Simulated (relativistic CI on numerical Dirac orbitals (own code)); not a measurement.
**Te¹⁷⁺: q coefficients and field-shift factors**

Computed by Dirac-Coulomb-Breit CI, KLI orbitals optimised for each configuration, derivatives by finite differences, unscaled Slater integrals, QED left out (own radial code, finite nucleus).

Configuration list (outside the closed core [Ar] 3d10): 4s2 4p5, 4s 4p6, 4s2 4p4 4d, 4s 4p5 4d, 4s2 4p4 4f, 4s 4p5 4f. Double excitations out of closed p, d and f shells are left out; levels of such configurations are missing from the list, as are those of other unlisted configurations, and high levels can miss mixing partners.

With x = (α/α₀)² − 1 an excitation energy changes as ω = ω₀ + qx; K = 2q/ω₀ is the relative enhancement. Terms are leading LS components, so labels can repeat. The field-shift factor is F = δν/δ⟨r²⟩ for the transition from the lowest level.

Lowest level 4s2 4p5 2P°_3/2.

```
            Level  ω₀ (cm⁻¹)  q (cm⁻¹)       K  F (GHz/fm²)
  4s2 4p5 2P°_1/2      99708    108900    2.18        -3.41
    4s 4p6 2S_1/2     483587    120100   0.497         -112
4s2 4p4 4d 4D_5/2     598957     20910  0.0698         2.15
4s2 4p4 4d 4D_3/2     599040     15690  0.0524         2.25
4s2 4p4 4d 4D_7/2     607688     29980  0.0987         2.16
4s2 4p4 4d 2P_1/2     609806     21130  0.0693         2.09
4s2 4p4 4d 4F_9/2     628354     28180  0.0897         2.42
4s2 4p4 4d 2F_7/2     633634     17950  0.0567         2.37
4s2 4p4 4d 2D_3/2     651463     23110  0.0709         2.28
4s2 4p4 4d 4P_1/2     667309     51390   0.154        -3.05
4s2 4p4 4d 4F_5/2     679867     60640   0.178         1.34
4s2 4p4 4d 4D_1/2     681564    110500   0.324       -0.746
4s2 4p4 4d 4F_3/2     684981     64240   0.188         1.22
4s2 4p4 4d 4P_5/2     689650     55610   0.161         1.76
4s2 4p4 4d 4D_3/2     701615    112300    0.32       -0.523
4s2 4p4 4d 4F_7/2     715494    129300   0.362       -0.708
4s2 4p4 4d 2G_7/2     729578    115900   0.318        -0.89
4s2 4p4 4d 2D_5/2     731249    109000   0.298       -0.337
4s2 4p4 4d 2P_3/2     734127    135300   0.369       -0.504
4s2 4p4 4d 2G_9/2     742728    134700   0.363       -0.853
4s2 4p4 4d 2F_5/2     744334    132300   0.356       -0.595
4s2 4p4 4d 2D_5/2     765040    125500   0.328       -0.119
4s2 4p4 4d 2F_7/2     783336    130600   0.333       -0.299
```

At this charge energies of transitions that change n are usually good to better than 1 %, and those within a shell (Δn = 0) to a few per cent.
